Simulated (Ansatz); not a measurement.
`BBC` + `C[SiH2]N` → `CBN[SiH2]C` + BH₃ at 500 K and 1 bar (cleavage of the B–B bond).

Program: Ansatz. Geometries: PBE0-D4/def2-TZVP. ΔE: electronic, gas phase. CCSD(T)/CBS is the MP2 limit (def2-TZVPP, def2-QZVPP) plus CCSD(T) − MP2 in def2-TZVPP, frozen cores. This one scheme is used for every species. Each species was taken in one conformer, which may not be the lowest.

```
     species  CCSD(T)/CBS energy (Eh)  H − E (kJ/mol)  S (J/(mol·K))
       `BBC`                -91.20122           213.1          340.7
  `C[SiH2]N`               -386.08232           247.9          360.4
`CBN[SiH2]C`               -450.78607           373.7          445.5
         BH₃                -26.55200            86.8          208.8
```

H − E and S are ideal-gas, rigid-rotor, harmonic terms from PBE0-D4/def2-TZVP, for one conformer and one mirror image of each species. 1 Eh = 2625.50 kJ/mol, R = 8.31446 J/(mol·K).

Task: By hand: ΔE, ΔH, ΔS and ΔG.

Result: ΔE = (-450.78607) + (-26.55200) − (-91.20122) − (-386.08232) = -0.05453 Eh = -143.2 kJ/mol. Δ(H − E) = 373.7 + 86.8 − 213.1 − 247.9 = -0.5, so ΔH = -143.7 kJ/mol. ΔS = 445.5 + 208.8 − 340.7 − 360.4 = -46.8 J/(mol·K). ΔG = -143.7 − 500 × (-46.8)/1000 = -120.3 kJ/mol.

Task: By hand: the equilibrium constant, and the temperature at which ΔG would vanish if ΔH and ΔS stayed fixed.

Result: log₁₀ K = −ΔG/(RT ln 10) = 12.6. ΔG = 0 at ΔH/ΔS = 3071 K, far beyond where these terms or the molecules hold.

ΔH outweighs TΔS. A doubt of 5 kJ/mol in ΔE shifts log₁₀ K by 0.5 here. Other conformers and mirror images would add mixing entropy, several J/(mol·K) or more a flexible species. These are equilibria of isolated gas molecules and say nothing of rates. Largest T1 diagnostic: 0.011 (customary marks: 0.02 for closed shells, 0.045 for open ones).
